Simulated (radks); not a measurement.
Ru32+, configuration [Ne] 3s2. Calculated with a radial shooting solver on a logarithmic mesh with Libxc functionals: non-relativistic Kohn-Sham, TPSS, spin-polarised, spherical densities, point nucleus; meta-GGA in the generalised Kohn-Sham scheme; relativity is left out, which matters for an element this heavy. Some entries of the table are withheld. Estimate them.

orbital  occ.  eigenvalue (hartree)  <r^2> (bohr^2)
1s          2             -849.9584        0.001601
2s          2             -172.3648             (1)
2p          6                   (2)         0.01941
3s          2             -68.86973          0.1447

Answer. 
(1) 2s <r^2> (bohr^2): 0.02568
(2) 2p eigenvalue (hartree): -164.7921
